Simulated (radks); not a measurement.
Values are calculated unless marked as measured or tabulated.
Problem. Isoelectronic series with 24 electrons, each ion in its NIST ground configuration. Level of theory: scalar-relativistic Kohn-Sham, SCAN, spin-polarised, spherical densities, finite nucleus; open shells are filled with parallel spins first (spin-orbit coupling, left out, can overturn this in heavy ions); meta-GGA in the generalised Kohn-Sham scheme; Fermi nuclear charge, rms radius of each element as measured or else 0.836 A^(1/3) + 0.57 fm (a radial shooting solver on a logarithmic mesh with Libxc functionals). Total energies (hartree) and mean radii <r> (bohr):

ion,configuration,E (hartree),3d up,3p down
Cr,[Ar] 3d5 4s1,-1051.08780,1.469,0.9691
Fe2+,[Ar] 3d6,-1272.05024,1.055,0.8626
Ni4+,[Ar] 3d6,-1516.68407,0.8281,0.7614
Ge8+,[Ar] 3d6,-2076.08755,0.6033,0.6107
Se10+,[Ar] 3d6,-2391.04560,0.5351,0.5551
Kr12+,[Ar] 3d6,-2729.70342,0.4818,0.5085
Sr14+,[Ar] 3d6,-3092.24010,0.4387,0.4691
Zr16+,[Ar] 3d6,-3478.85636,0.4031,0.4353
Mo18+,[Ar] 3d6,-3889.76886,0.3730,0.4059
Ru20+,[Ar] 3d6,-4325.21775,0.3472,0.3802
Pd22+,[Ar] 3d6,-4785.46060,0.3248,0.3575
Cd24+,[Ar] 3d6,-5270.77148,0.3051,0.3373
Sn26+,[Ar] 3d6,-5781.45071,0.2878,0.3192
Te28+,[Ar] 3d6,-6317.81075,0.2723,0.3029
Xe30+,[Ar] 3d6,-6880.19842,0.2584,0.2881
Ba32+,[Ar] 3d6,-7468.9738,0.2459,0.2746
Ce34+,[Ar] 3d6,-8084.5272,0.2345,0.2623
Nd36+,[Ar] 3d6,-8727.2730,0.2241,0.2510
Sm38+,[Ar] 3d6,-9397.6223,0.2146,0.2406
Gd40+,[Ar] 3d6,-10096.0931,0.2059,0.2309
Dy42+,[Ar] 3d6,-10823.1749,0.1978,0.2220
Er44+,[Ar] 3d6,-11579.4196,0.1904,0.2137

Estimate the row of Zn6+ ([Ar] 3d6).

Solution. E (hartree) -1784.67528; 3d up 0.6949; 3p down 0.6784.
